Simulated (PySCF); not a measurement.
Mo(NH)2(Cl)(Br) (BrClH₂MoN₂), SMILES [NH]=[Mo](=[NH])([Cl])[Br], multiplicity 1.

The structure is a stationary point at PBE-D3(BJ)/def2-SVP. The spin state was assumed, not searched. The structure was generated by enumeration; whether it is a known compound was not checked. The def2 effective core potentials stand for the cores of Mo; spin–orbit coupling is left out.

Level of theory: PySCF with PBE0/def2-TZVP.

Symmetry labels are those of the subgroup Cs that the program uses (full group Cs).

Computed valence orbital energies around the gap with their symmetry:
| orbital | symmetry | energy (eV) |
|---|---|---|
| HOMO−7 | A' | -10.72 |
| HOMO−6 | A' | -10.59 |
| HOMO−5 | A" | -9.59 |
| HOMO−4 | A' | -9.43 |
| HOMO−3 | A' | -9.13 |
| HOMO−2 | A" | -8.53 |
| HOMO−1 | A' | -8.39 |
| HOMO | A" | -8.18 |
| LUMO | A' | -2.97 |
| LUMO+1 | A" | -2.18 |
| LUMO+2 | A' | -1.98 |
| LUMO+3 | A' | -1.76 |
